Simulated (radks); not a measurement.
Q: All-electron atom: O- in [He] 2s2 2p5. Calculated with a radial shooting solver on a logarithmic mesh with Libxc functionals: scalar-relativistic Kohn-Sham, LDA (Slater exchange, Perdew-Wang correlation), spin-polarised, spherical densities, finite nucleus; open shells are filled with parallel spins first; Fermi nuclear charge, rms radius 2.6991 fm; hard spherical wall at 10 bohr. Some entries of the table are withheld. Estimate them.

orbital  occ.  eigenvalue (eV)  <1/r> (bohr^-1)
1s up       1        -498.7127            7.590
1s down     1        -498.0101            7.597
2s up       1         -13.0542            1.253
2s down     1         -11.5898            1.233
2p up       3              (1)            1.018
2p down     2              (2)           0.9460
3s down     0              (3)           0.2004
3s up       0              (4)           0.2014
3p up       0           5.9372           0.2174
3p down     0           6.0029           0.2468
3d down     0           7.2867           0.1620
3d up       0           7.3199           0.1621

A: 
(1) 2p up eigenvalue (eV): 1.1235
(2) 2p down eigenvalue (eV): 2.3719
(3) 3s down eigenvalue (eV): 4.7712
(4) 3s up eigenvalue (eV): 4.7766
